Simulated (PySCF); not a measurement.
Computed shifts of a molecule C2H8BN, PBE/pcSseg-1 (PySCF), GIAO, gas phase, atoms alike by connectivity averaged where their shifts nearly agree, in ppm (number of nuclei): ¹³C: 8.2 (2). ¹H: 3.97 (2), 0.59 (6). ¹⁵N: 118.5 (1). References: ¹¹B against BF3 (σ = 83.9 ppm); ¹³C against TMS (σ = 182.0 ppm); ¹H against TMS (σ = 31.49 ppm); ¹⁵N against NH3 (σ = 267.0 ppm), references at their B3LYP-D3(BJ)/def2-TZVP geometries, non-relativistic. Geometry: TPSSh-D3(BJ)/def2-SVP. The values are those of a single conformer.

Q: Which molecule gave these data?
A. CB(C)N
B. CCBN
C. CBNC
D. BN(C)C

A: A, CB(C)N
